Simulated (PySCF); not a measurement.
H4O4P (SMILES O=P(O)(O)[OH2+]), charge +1, singlet, at a GFN2-xTB geometry. Base run: M062X/STO-3G (PySCF).

Geometry (Å):
```xyz
9

O      0.3534     1.4060    -0.6870
P     -0.1489     0.2221    -0.0507
O     -0.4361     0.1429     1.4656
O     -1.1489    -0.7436    -0.7098
O      1.2923    -0.9764    -0.0533
H     -0.3908     0.9835     1.9253
H     -1.3237    -0.5807    -1.6391
H      2.1799    -0.5884    -0.1537
H      1.2833    -1.7763     0.5043
```
Charge +1, spin multiplicity 1.
All else is at PySCF's defaults.
Base energy -636.25193 Eh.

Variants of this job, named by their change:

```tsv
change	ΔE vs base (mEh)	grid points	electrons on the grid
base	0.000	114744	50.00000
grids.level = 0	-146.8	8448	50.01756
grids.radi_method = gauss_chebyshev	-0.029	112824	50.00000
grids.level = 7	-0.057	634720	50.00000
small_rho_cutoff = 0	0.000	114744	50.00000
grids.atom_grid = (150, 974)	-0.058	717304	50.00000
grids.level = 2	-0.253	78248	50.00001
grids.becke_scheme = stratmann	-0.003	114744	50.00000
grids.prune = dft.gen_grid.sg1_prune	0.013	49248	49.99995
grids.prune = dft.gen_grid.treutler_prune	0.013	101024	50.00000
grids.radi_method = delley	-0.022	122912	50.00000
```
